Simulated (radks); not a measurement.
Spherical quantum dot in the effective-mass picture: electrons in a hard-walled sphere of radius 12.8, with a point charge +1 (a donor) at the centre, all in effective atomic units (hartree* = m*/eps^2 hartree, bohr* = eps/m* bohr), one dielectric constant everywhere. Calculated with a radial shooting solver with Libxc functionals: non-relativistic Kohn-Sham, PBEsol, spin-polarised, spherical densities. Levels are named by radial order and angular momentum (1s, 1p, 1d, 2s, ...), and open shells are averaged over m. Results are scaled to m* = 0.06 and eps = 9.7, for which hartree* = 17.35 meV and bohr* = 8.555 nm. Each electron was tried in the lowest free levels, single moves between levels near the top were tried too, and the lowest total energy was kept; such a search can miss a lower state. The series stops at N = 8: beyond it a trial failed or the search could not be trusted, so later rows were left out. At N = 1 the Hartree and exchange-correlation terms need not cancel, so that row can carry a self-interaction error.

N                        open shells  2S   E (meV)  mu = E(N) - E(N-1) (meV)  addition energy mu(N+1) - mu(N) (meV)  e(HOMO) (meV)  rms radius (nm)
1                   1s(up 1, down 0)   1  -8.48036                   -8.4804                                  8.051        -4.7133            15.52
2                               none   0  -8.90994                  -0.42958                                  3.254         1.1131            28.02
3                   2s(up 1, down 0)   1  -6.08504                    2.8249                                  1.516         3.4535            50.41
4  1p(up 1, down 0) 2s(up 1, down 0)   2  -1.74423                    4.3408                                  1.535         5.1019            59.10
5  1p(up 2, down 0) 2s(up 1, down 0)   3   4.13114                    5.8754                                  1.556         6.6519            64.35
6  1p(up 3, down 0) 2s(up 1, down 0)   4   11.5627                    7.4316                                  1.919         8.2120            68.00
7  1p(up 3, down 1) 2s(up 1, down 0)   3   20.9134                    9.3507                                  1.451         10.062            71.11
8  1p(up 3, down 2) 2s(up 1, down 0)   2   31.7154                    10.802                                      -         11.549            73.43

All shells are closed at N = 2 (there: 1s2); the second difference of the energy has clear peaks (12 % above both neighbours; the first and last values, which can be the largest, are not judged, and half-filled shells can peak too) at N = 6.
